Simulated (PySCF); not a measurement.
C2HF5. Atoms are numbered in the order given.

```xyz
8

F      1.4541     0.0592    -1.0970
C      0.8558    -0.4383     0.0000
F      1.4541     0.0592     1.0970
C     -0.6141    -0.0027     0.0000
F     -0.7245     1.3219     0.0000
F     -1.2241    -0.4876     1.0838
F     -1.2241    -0.4876    -1.0838
H      0.9310    -1.5395     0.0000
```
Charge 0, spin multiplicity 1.

The structure is a stationary point at ωB97X-D3(BJ)/def2-SVP.

Computed with CAM-B3LYP/def2-TZVP (PySCF).

Symmetry labels are those of the subgroup Cs that the program uses (full group Cs).

Computed valence orbital energies around the gap with their symmetry:
```tsv
orbital	symmetry	energy (eV)
HOMO−7	A'	-15.54
HOMO−6	A"	-14.91
HOMO−5	A'	-14.54
HOMO−4	A"	-14.48
HOMO−3	A"	-14.03
HOMO−2	A'	-13.92
HOMO−1	A"	-13.89
HOMO	A'	-12.12
LUMO	A'	2.21
LUMO+1	A"	2.81
LUMO+2	A'	3.16
LUMO+3	A'	4.24
```
